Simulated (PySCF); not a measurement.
# Polarisability and C₆ of Zn²⁺ (zinc, charge +2)

[Ar] 3d9 4s1, high-spin 3D determinant (an excited configuration). Computed with PySCF 2.14 in aug-cc-pVQZ-PP with ECP10MDF (7s7p6d4f3g2h, 135 functions), with scalar relativity through the core potential. Coupled (time-dependent) response in atomic units; α is the mean over directions.

```csv
method,mean α (bohr³),"α xx, yy, zz",C₆ (like pair),S(−4)
PBE0,10.78,"11.00, 11.00, 10.33",34.44,100.3
```

S(−4) is the Cauchy moment in α(ω) = α(0) + S(−4) ω² + …

α(iu) at PBE0:

```
u (hartree)  α(iu) (bohr³)
          0          10.78
     0.0500          10.53
      0.100          9.872
      0.200          7.980
      0.300          6.203
      0.500          3.948
      0.750          2.619
       1.00          1.953
       1.50          1.297
       2.00         0.9666
       3.00         0.6232
       5.00         0.3335
```

A single London oscillator, α(iu) = α/(1 + u²/ω²), gives C₆ = (3/4) ω α². Matching the computed C₆ needs ω = 4 × 34.44 / (3 × 10.78²) = 0.395 hartree.

For an ion, C₆ is the dispersion term alone; charge-induced terms of lower order in 1/R come first.

The components differ because the open shell of this determinant is not spherical; for a pure term their mean is the scalar polarisability.

Energies and moments cover only the electrons outside the core potential.
